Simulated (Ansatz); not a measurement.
Reaction (formal hydrolysis of the Al–Cl bond): `C[CH](C)[AlH][Cl]` + H₂O → `C[CH](C)[AlH][OH]` + HCl

Gas-phase electronic energies from Ansatz, PBE0-D4/def2-TZVP geometries. CCSD(T)/CBS adds triple-zeta CCSD(T) − MP2 to the extrapolated MP2 energy (def2 sets, frozen cores). This one scheme is used for every species. DFT in def2-TZVPP. HSE06 is defined as in plane-wave codes. Each species was taken in one conformer, which may not be the lowest.

CCSD(T)/CBS gives +8.1 kcal/mol.

Question: Another level gave +6.7 kcal/mol. Which?
A. SCS-MP2/def2-TZVPP
B. HSE06-D4/def2-TZVPP
C. PBE-D4/def2-TZVPP
D. BLYP/def2-TZVPP

Answer: A. SCS-MP2/def2-TZVPP 6.7, PBE-D4 7.7, BLYP 5.4, HSE06-D4 8.8 kcal/mol.

Largest T1 diagnostic among the species: 0.011.

At CCSD(T), def2-SVP lies −1.4 kcal/mol from the extrapolated value and def2-TZVPP −1.2 kcal/mol. In def2-TZVPP, CCSD(T) changes the Hartree–Fock value by −1.5 kcal/mol (the triples alone add +0.0 kcal/mol) and MP2 by −0.9 kcal/mol. Leaving LDA and LC-ωPBE aside and taking each functional with its dispersion term where it has one, the values, not all of them listed here, spread over 2.8 kcal/mol, from BLYP-D4 to HSE06-D4. LDA lies −1.0 kcal/mol from PBE without D4.
